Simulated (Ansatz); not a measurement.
The cluster Ge3. The state is a triplet with charge 0. Geometry PBE0-D4/def2-TZVP, that of the charge +1 doublet; atoms count from 1.

Cartesian coordinates in Å:
```
Ge 1.2801 -0.1886 0.3358
Ge -0.3799 1.3595 -0.4483
Ge -0.9002 -1.1710 0.1125
```

The structure comes from a short search, and lower isomers may exist.

**Question.** Estimate the Mulliken populations from the PBE0/def2-TZVP orbitals of Ansatz.

**Answer.** 
```tsv
atom	charge (e)	spin (α − β)
Ge1	-0.01	0.69
Ge2	0.01	0.65
Ge3	0.01	0.65
```
Mulliken values and Mayer orders depend strongly on the basis.

**Question.** Where does the spin sit?

**Answer.** Summed by element: Ge 2.00, of 2 unpaired in all. Largest on single atoms: Ge1 0.69, Ge2 0.65, Ge3 0.65.

**Question.** And the Mayer bond orders between bonded heavy atoms (over 0.3)?

**Answer.** Ge1–Ge2 1.30 (2.40 Å); Ge1–Ge3 1.29 (2.40 Å); Ge2–Ge3 1.15 (2.64 Å).
